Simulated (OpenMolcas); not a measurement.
What dynamic correlation does to the levels of Ar²⁺

```json
{
  "Program": "OpenMolcas 26.06",
  "Basis": "ANO-RCC [8s7p5d4f2g]",
  "Scalar Hamiltonian": "DKH2, point nucleus",
  "Active space": "6 electrons in 8 orbitals (3s 3p 4s 4p)",
  "State averaging": "2S+1 = 3 even, 3 roots; 2S+1 = 1 even, 6 roots; 2S+1 = 3 odd, 3 roots; 2S+1 = 1 odd, 3 roots",
  "Spin-orbit coupling": "state interaction with AMFI integrals over the reference wave functions, term energies averaged over their components"
}
```

Methods on the same reference wave functions:
A. CASSCF
B. SS-CASPT2, IPEA 0.25 Eh, imaginary shift 0.1 Eh (closed shells correlated: 2s 2p)

Energies in cm⁻¹ above 3s² 3p⁴ ³P₂, the measured ground level; measured values from Saloman, J. Phys. Chem. Ref. Data 39, 033101 (2010).

```json
{"Level": "3s² 3p⁴ ³P₂", "A": "0.0", "B": "0.0", "Measured": "0.0"}
{"Level": "3s² 3p⁴ ³P₁", "A": "1023", "B": "1028", "Measured": "1112"}
{"Level": "3s² 3p⁴ ³P₀", "A": "1451", "B": "1462", "Measured": "1570"}
{"Level": "3s² 3p⁴ ¹D₂", "A": "16812", "B": "14310", "Measured": "14010"}
{"Level": "3s² 3p⁴ ¹S₀", "A": "31033", "B": "33830", "Measured": "33266"}
{"Level": "3s 3p⁵ ³P°₂", "A": "138669", "B": "123070", "Measured": "113801"}
{"Level": "3s 3p⁵ ³P°₁", "A": "139628", "B": "124020", "Measured": "114797"}
{"Level": "3s 3p⁵ ³P°₀", "A": "140120", "B": "124520", "Measured": "115328"}
```

Deviations, from unrounded energies. A percentage is the sum of absolute deviations over the sum of measured energies, with the sign that they share, or ± where signs differ.

```json
{"Against measurement": "mean absolute deviation (cm-1)", "Levels": "7", "A": "11000", "B": "4100"}
{"Against measurement": "fine structure of the ground term (%)", "Levels": "2", "A": "-7.8", "B": "-7.1"}
{"Against measurement": "other terms of the ground configuration (%)", "Levels": "2", "A": "±10.7", "B": "+1.8"}
{"Against measurement": "other configurations (%)", "Levels": "3", "A": "+21.7", "B": "+8.0"}
```

B lies closest to measurement on these levels. The largest miss of B in the table is 3s 3p⁵ ³P°₂, by +9300 cm-1. The ranking rests on the paired levels alone, and a cruder setting can come out closer through cancelling errors.

From A to B the spin-free energies of the other terms of 3s² 3p⁴ shown, above ³P, scale by factors of 0.85 to 1.09.

The lowest spin-free term lies below A's lowest term by 0.316 hartree in B.

Term energies are means over components that CASPT2 splits; among the terms shown or strongly mixed into the levels shown the widest spread is 51 cm-1 (3s² 3p⁴ ¹D, B). Over all roots computed the reference weight is 0.86 to 0.96 in B; the roots of lowest weight are the least certain, and an intruder state may touch them. Active for correlation alone: 4p 4s; no level in the range computed is led by a configuration that fills them, so any true level of that kind is missing. Terms of s pⁿ other than that of highest spin mix with s² pⁿ⁻² d, which this space lacks; all of them can be thousands of cm-1 off, and some have no real level of that name. Computed and measured levels are paired by configuration, term and J; levels that our copy of the source lacks, or whose pairing is in doubt (as where it misses far off the trend of its configuration), stay unpaired and out of the deviations. Levels of configurations outside the active space are missing. Levels that lie high or do not pair safely by name in every column are left out.

° marks odd parity.
